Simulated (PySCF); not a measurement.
Species: C4H8N2SSi.
Numbering: `[CH3:1][S:2][c:3]1[cH:4][n:5][cH:6][n:7]1[SiH3:8]`

Cartesian coordinates in Å at the PBE0-D3(BJ)/def2-SVP level; atoms count from 1:
```xyz
16
C4H8N2SSi angstrom
C     -2.4151    0.1317    0.6122
S     -1.0481    1.0371    1.3530
C      0.2954    0.2072    0.5992
C      0.3877   -0.8518   -0.2781
N      1.7033   -1.1115   -0.5604
C      2.3921   -0.2438    0.1215
N      1.5948    0.6071    0.8620
Si     2.1447    1.9328    1.9167
H     -2.4093    0.2385   -0.4822
H     -2.3765   -0.9319    0.8886
H     -3.3338    0.5770    1.0156
H     -0.4202   -1.4340   -0.7164
H      3.4796   -0.1596    0.1367
H      1.6815    1.6892    3.3097
H      3.6291    1.8963    1.8280
H      1.6074    3.2277    1.4176
```

NICS = −σ at a ghost point: NICS(0) at the centroid of the ring atoms, NICS(1) 1 Å to either side along the normal of their mean plane, zz for the tensor component along that normal. Level: GIAO KT3/pcSseg-1 (PySCF, non-relativistic, gas phase) on the PBE0-D3(BJ)/def2-SVP geometry, one conformer.

Ring bond lengths (Å): C3–C4 1.378, C4–N5 1.370, N5–C6 1.301, C6–N7 1.381, N7–C3 1.385.

Problem. Give the NICS values of each ring in ppm.

Solution. 
```tsv
ring	type	NICS(0)	NICS(1), two faces	NICS(1)zz, two faces	rms pucker (Å)	centre to ring atoms, mean (Å)
C3–C4–N5–C6–N7	5-membered ring with 2 N; formal bonds all aromatic	-12.5	-10.4 / -10.4	-27.3 / -27.4	0.00	1.16
```

Problem. What can be read from them?

Solution. 
- C3–C4–N5–C6–N7: mean NICS(1)zz -27.4 ppm, shielded, aromatic by this magnetic criterion (flat ring, no four-coordinate atom).

Problem. What does the geometric index give? HOMA = 1 − mean of α(R − Ropt)² over the ring bonds, with Krygowski's 1993 parameters (CC: Ropt 1.388 Å, α 257.7 Å⁻²; CN: Ropt 1.334 Å, α 93.52 Å⁻²).

Solution. 
- C3–C4–N5–C6–N7: HOMA 0.86; the largest term is that of N7–C3, α(R − Ropt)² = 0.24. The geometric and the magnetic index point the same way.

Problem. List the ring angles.

Solution. 
- C3–C4–N5–C6–N7: C3 106.3°, C4 109.9°, N5 105.9°, C6 112.7°, N7 105.2°; sum 540.0° against 540° for a flat convex ring.

Problem. How shielded are the nuclei of the rings and their hydrogens (means over atoms taken as equivalent)?

Solution. 
```json
{"atoms": "C3", "environment": "substituted aromatic carbon", "σ isotropic (ppm)": "58.8"}
{"atoms": "C4", "environment": "aromatic CH next to a ring nitrogen", "σ isotropic (ppm)": "63.4"}
{"atoms": "N5", "environment": "pyridine-type nitrogen", "σ isotropic (ppm)": "-25.0"}
{"atoms": "C6", "environment": "aromatic CH next to a ring nitrogen", "σ isotropic (ppm)": "50.8"}
{"atoms": "N7", "environment": "pyrrole-type nitrogen", "σ isotropic (ppm)": "96.0"}
{"atoms": "H12", "environment": "aromatic hydrogen", "σ isotropic (ppm)": "24.78"}
{"atoms": "H13", "environment": "aromatic hydrogen", "σ isotropic (ppm)": "24.20"}
```

Problem. How do the values depend on the level or the medium?

Solution. 
```tsv
level	NICS(0), C3–C4–N5–C6–N7	mean NICS(1)zz, C3–C4–N5–C6–N7
KT3/pcSseg-1, gas	-12.5	-27.4
PBE0/pcSseg-1, gas	-12.0	-27.8
```

The geometry is the same throughout.
